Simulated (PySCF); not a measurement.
Isomers C₅H₃NO:

A. `N#Cc1ccoc1`
B. SMILES C#Cc1cnoc1
C. SMILES O1C(C#N)=CC=C1

Spectrum 1. 1H NMR (500 MHz, computed): δ 7.96 (d, J = 1.6 Hz, 1H), 7.55 (dd, J = 2.4, 1.6 Hz, 1H), 6.94 (d, J = 2.4 Hz, 1H). 13C{1H} NMR (computed): δ 156.1 (CH), 148.5 (CH), 121.4 (CH), 117.7 (C), 105.7 (C).

Spectrum 2. 1H NMR (500 MHz, computed): δ 7.65 (d, J = 2.3 Hz, 1H), 7.44 (d, J = 4.3 Hz, 1H), 6.81 (dd, J = 4.3, 2.3 Hz, 1H). 13C{1H} NMR (computed): δ 152.0 (CH), 132.8 (C), 132.6 (CH), 118.6 (CH), 116.5 (C).

Spectrum 3. 1H NMR (500 MHz, computed): δ 8.78 (m, 1H), 8.40 (m, 1H), 2.92 (s, 1H). 13C{1H} NMR (computed): δ 170.3 (CH), 156.9 (CH), 109.4 (C), 92.8 (CH), 76.2 (C).

Computed data (PySCF 2.14): shielding tensors at PBE0/pcSseg-1 (GIAO), GFN2-xTB structure, B3LYP/pcJ-1 coupling constants (spin–dipole term left out of most H,H and C,H couplings). Isolated molecule, one computed conformer, relativity neglected, equivalent nuclei averaged.

Referencing at the same level of theory: 1H (31.72 ppm) and 13C (186.93 ppm) vs TMS. Multiplet labels drop J under 1 Hz and among equivalent protons, and merge close values. Unscaled 3J(H,H) run several per cent high. Where no couplings were computed, multiplicities follow the n + 1 count of equivalent neighbours, and m marks all less simple cases (inequivalent or close neighbours, rings, F or P nearby). Shifts are as computed. Against solution values, carbons near 30 ppm lie about +3 ppm off and those near 130 ppm about +5 ppm. Of 1211 compounds with measured shifts, 218 miss one by over three times the rms of a fit or turn the order of signals round; such compounds aren't used in these exercises.

**Question.** Match each spectrum to its structure.

**Answer.** 1–A, 2–C, 3–B.

- Spectrum 1 (A): 5 13C signals; δC 117.7 is a nitrile carbon; δH 7.96 is the hydrogen on an aromatic CH next to the ring oxygen.
- Spectrum 2 (C): 5 13C signals; δC 132.6 is an aromatic CH; δC 116.5 is a nitrile carbon.
- Spectrum 3 (B): 5 13C signals; δC 156.9 is an aromatic CH next to a ring nitrogen; δC 92.8 is a terminal alkyne carbon.
